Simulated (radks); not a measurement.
Question: The mean radii <r> (bohr) of the occupied orbitals of an atom or ion are listed with their occupations. Calculated with a radial shooting solver on a logarithmic mesh with Libxc functionals: scalar-relativistic Kohn-Sham, r2SCAN, spin-polarised, spherical densities, finite nucleus; meta-GGA in the generalised Kohn-Sham scheme; Fermi nuclear charge, rms radius of each element as measured or else 0.836 A^(1/3) + 0.57 fm.

| orbital | occ. | <r> |
|---|---|---|
| 1s down | 1 | 0.01606 |
| 1s up | 1 | 0.01606 |
| 2s up | 1 | 0.06760 |
| 2s down | 1 | 0.06760 |
| 2p up | 3 | 0.06144 |
| 2p down | 3 | 0.06144 |
| 3s up | 1 | 0.1744 |
| 3s down | 1 | 0.1744 |
| 3p up | 3 | 0.1763 |
| 3p down | 3 | 0.1763 |
| 3d up | 5 | 0.1600 |
| 3d down | 5 | 0.1600 |
| 4s up | 1 | 0.3840 |
| 4s down | 1 | 0.3841 |
| 4p up | 3 | 0.4094 |
| 4p down | 3 | 0.4095 |
| 4d up | 5 | 0.4305 |
| 4d down | 5 | 0.4304 |
| 5s up | 1 | 0.8484 |
| 5s down | 1 | 0.8448 |
| 4f up | 7 | 0.4528 |
| 4f down | 7 | 0.4518 |
| 5p up | 3 | 0.9553 |
| 5p down | 3 | 0.9517 |
| 5d up | 5 | 1.161 |
| 5d down | 2 | 1.163 |

Name the element and its charge. Open shells, if any, are filled with parallel spins first.

Answer: Z = 82, lead, charge +7: Pb7+ in [Xe] 4f14 5d7. The 1s radius gives Z: for a bare nucleus <r> = (2 gamma + 1)/(2Z) with gamma = sqrt(1 - (Z/c)^2), 0.01587 bohr for Z = 82, and screening makes it slightly larger (0.01606 here). The occupations add up to 75, and the charge is Z minus that.
